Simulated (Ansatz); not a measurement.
Mulliken charges of `[CH3][In]([SiH3])[Cl]` from B3LYP/def2-TZVPP in Ansatz (PBE0-D4/def2-TZVP geometry).

```
atom   x (Å)   y (Å)   z (Å)  charge (e)
  C1  -0.950   1.814  -0.793      -0.543
 In2  -0.435  -0.207  -0.308       0.684
 Si3   1.361  -1.433   1.052       0.057
 Cl4  -1.957  -1.714  -1.310      -0.420
  H5  -0.111   2.308  -1.287       0.111
  H6  -1.188   2.367   0.116       0.111
  H7  -1.815   1.809  -1.455       0.135
  H8   1.201  -2.905   0.939      -0.035
  H9   1.262  -1.040   2.484      -0.049
 H10   2.715  -1.050   0.565      -0.049
```

Q: By hand: the dipole of these point charges (1 e Å = 4.8032 D).

A: Σ q r = (0.492, 0.479, 0.321) e Å, of length 0.758 e Å = 3.64 D.

Q: How does the dipole of the full density compare? (Estimate.)

A: The calculation gave: (0.408, 0.488, 0.263) e Å, 3.31 D; the point charges give 1.10 times that, at 6° from its direction.

Point charges leave out the atoms' own dipoles, such as those of lone pairs, and Mulliken's split depends on the basis, so the close match here is no proof of good charges.

B3LYP here is the variant with VWN-RPA as its local correlation; programs differ in this.
